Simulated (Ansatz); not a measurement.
Reactions of CH$_{2}$FNSi, SMILES `FC1=N[SiH2]1`.

Isolated molecules relaxed with PBE0-D4/def2-TZVP in Ansatz; ΔE leaves out vibrations. CBS: MP2 limit from def2 TZ/QZ plus the TZ coupled-cluster correction, frozen cores. This one scheme is used for every species, atoms too. Functionals use def2-TZVPP. Open shells (•) are unrestricted, without spin–orbit coupling. Spin–orbit coupling would lower the free atoms: a little for C, F, Si. Bonds to Br, Ga, Zn are less sure, by a few kJ/mol each and by 10 to 20 or more in all where they break to atoms, as the def2 sets lack core-valence functions. Scalar relativity is left out up to krypton. Each species was taken in one conformer, which may not be the lowest.

```json
{"reaction": "`FC1=N[SiH2]1` + `C[O][Ga]([OH])[OH]` → `C[SiH]1N=C1F` + `[OH][Ga]([OH])[OH]`", "B2PLYP (kJ/mol)": "-112", "ωB97M-V (kJ/mol)": "-117", "CCSD(T)/CBS(def2) (kJ/mol)": "-117"}
{"reaction": "`FC1=N[SiH2]1` + H₂S → `SC1=N[SiH2]1` + H–F", "B2PLYP (kJ/mol)": "-40", "ωB97M-V (kJ/mol)": "-33", "CCSD(T)/CBS(def2) (kJ/mol)": "-49"}
{"reaction": "`FC1=N[SiH2]1` + `C[O][Zn][F]` → `FC1=N[SiH]1F` + `C[O][ZnH]`", "B2PLYP (kJ/mol)": "-82", "ωB97M-V (kJ/mol)": "-90", "CCSD(T)/CBS(def2) (kJ/mol)": "-75"}
{"reaction": "`FC1=N[SiH2]1` + HBr → `BrC1=N[SiH2]1` + H–F", "B2PLYP (kJ/mol)": "-16", "ωB97M-V (kJ/mol)": "-8", "CCSD(T)/CBS(def2) (kJ/mol)": "-24"}
{"reaction": "`FC1=N[SiH2]1` → C• + F• + 2 H• + N• + Si•", "B2PLYP (kJ/mol)": "2136", "ωB97M-V (kJ/mol)": "2174", "CCSD(T)/CBS(def2) (kJ/mol)": "2150"}
```

Largest T1 diagnostic: 0.017, for `C[O][Zn][F]`.
